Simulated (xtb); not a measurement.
C4H12O3Si, charge +1, doublet, geometry from GFN2-xTB (a state made from the parent by changing its charge; the spin is typed, not shown lowest). Base run: GFN0-xTB (xtb).

Input for xtb:
```
$ xtb mol.xyz --gfn 0 --chrg 1 --uhf 1 --json

# file mol.xyz
20

C     -2.39991602    -1.32830674    -0.44000439
O     -1.52409009    -0.24200578    -0.31088098
Si     0.00031476     0.00256984     0.10166338
C      0.00643910     0.05257217     2.07976271
O      0.55784010     1.42745191    -0.35952729
C      0.05738023     2.72246189    -0.55000754
O      0.96326375    -1.20982737    -0.29411746
C      2.33807094    -1.43060849    -0.45208757
H     -1.87967634    -2.22492795    -0.77324795
H     -2.90870684    -1.51155829     0.50923419
H     -3.15192591    -1.04202118    -1.18092187
H     -0.75419757     0.75563074     2.39639106
H      0.99003856     0.37299072     2.40066313
H     -0.21344157    -0.94574101     2.43772405
H     -0.97333622     2.70605935    -0.90069937
H      0.69403392     3.20049260    -1.30007136
H      0.13672990     3.29284867     0.37835967
H      2.84525905    -0.54443509    -0.83035615
H      2.44659535    -2.25070301    -1.16770230
H      2.77626551    -1.74627634     0.49756628
```

Each row names what was changed in the base input (with any setting that the change needs).

```
change         ΔE vs base (kJ/mol)
-------------  -------------------
base                          0.00
etemp = 10000               -214.3
acc = 1000                    0.00
acc = 30                      0.00
etemp = 10                    0.02
```
